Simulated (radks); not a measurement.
Task: Radial electron density D(r) = 4 pi r^2 rho(r) of an atom or ion with 2 electrons. Calculated with a radial shooting solver on a logarithmic mesh with Libxc functionals: scalar-relativistic Kohn-Sham, PBE, spin-polarised, spherical densities, point nucleus.

r (bohr)  D(r) (e/bohr)
0.02691          0.1075
0.03133          0.1418
0.03677          0.1890
0.0428           0.2470
0.05023          0.3252
0.05848          0.4195
0.06862          0.5436
0.08053          0.6971
0.09375          0.8732
0.11              1.092
0.1281            1.330
0.1503            1.607
0.175             1.885
0.2053            2.176
0.239             2.430
0.2805            2.642
0.3292            2.766
0.3832            2.777
0.4497            2.657
0.5236            2.419
0.6144            2.058
0.7153            1.649
0.8394            1.203
0.9771           0.8160
1.147            0.4870
1.346            0.2558
1.567            0.1209
1.838           0.04625
2.14            0.01533

What is the nuclear charge?

Result: Z = 3. The innermost maximum, from 1s, lies near gamma/Z bohr with gamma = sqrt(1 - (Z/c)^2) = 1.000, here 0.333 bohr (found: 0.359), and its height grows with Z. The density is that of the lithium ion Li+ in [He]; the configuration itself is not fixed sharply by these data. D(r) has 1 maximum, at r = 0.359 bohr.
